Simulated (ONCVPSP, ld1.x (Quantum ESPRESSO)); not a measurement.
## Pseudopotentials across the periodic table

Generated with ld1.x 7.5 (TM, RRKJ, ultrasoft, PAW), atompaw 4.2 or ONCVPSP 4.0.1. The cutoff is in Ry: for ld1.x and atompaw files where the sum of valence levels is converged to 10 mRy in a Bessel basis, for ONCV files where the hardest occupied wave has 1 mHa per electron of residual kinetic energy. The error is the largest all-electron minus pseudo excitation energy over each file’s own four to seven test configurations (ionisations up to +4, promotions, holes and added fractions of an electron), all of which were solved. The labels leave out finer settings (local radius, basis sizes, second energies), which also bear on the numbers. Spin-polarised tests are not counted. The rows are a selection from randomly drawn settings: files with unsolved tests, undetermined cutoffs or missed reference levels are left out.

A true bound ghost makes a file unfit for plane-wave use even where its test errors are small: the radial tests pick states by their node count and pass the ghost by.

```tsv
element	potential	cutoff (Ry)	largest error (meV)	bound ghosts
Li	ONCV, PBE, scalar-relativistic, rc 0.95/0.80/0.95 (spd), local smoothed, core correction no, reference 1s2 2s1, qcut 10.9/9.5/9.8, projectors 2/2/2	97	+536	none
Br	ONCV, PBE, scalar-relativistic, rc 0.80/0.75/0.70 (spd), local smoothed, core correction yes, reference 3s2 3p6 3d10 4s2 4p5, qcut 13.2/18/19.5, projectors 2/3/2	372	-2.8	none
Zr	ONCV, PBEsol, scalar-relativistic, rc 1.95/1.35/1.70 (spd), local smoothed, core correction yes, reference 4s2 4p6 4d2.5 5s1.5, qcut 6.1/5.2/4.8, projectors 2/2/2	126	-3.2	none
Rh	ONCV, LDA (Perdew-Wang 92), scalar-relativistic, rc 1.45/1.35/1.30/1.30 (spdf), local d, core correction yes, reference 4s2 4p6 4d8 5s1, qcut 8.9/12/9.7/9.1, projectors 2/2/0/2	85	-1.7	none
Dy	ONCV, PBEsol, scalar-relativistic, rc 2.18/2.18/2.28 (spd), local smoothed, core correction yes, reference 5s2 5p6 5d1 6s0.5, qcut 6.6/6.7/4.5, projectors 2/1/2	26	-416	none
Re	ONCV, PBE, scalar-relativistic, rc 1.15/1.70/2.50/0.85 (spdf), local f, core correction no, reference 4f14 5s2 5p6 5d5, qcut 5.6/10.1/6.6/18.4, projectors 2/2/2/0	415	+6.0	s, p, d
```

Q: Fill in the row for Mg: TM, LDA (PZ), non-relativistic, rc 1.65/3.55 (sp), local s, core correction no, reference 3s2 3p0.

A: cutoff 21 Ry, largest error +132 meV, bound ghosts: none.

Q: Fill in the row for I: TM, PW91, scalar-relativistic, rc 1.30/1.75/1.40 (spd), local s, core correction yes, reference 5s2 5p3.5.

A: cutoff 120 Ry, largest error -61 meV, bound ghosts: p, d.

Q: Fill in the row for Rb: ONCV, PBEsol, scalar-relativistic, rc 2.20/2.40/2.45 (spd), local smoothed, core correction no, reference 4s2 4p6 5s1, qcut 4.7/6.8/3.9, projectors 2/3/2.

A: cutoff 16 Ry, largest error -10 meV, bound ghosts: none.
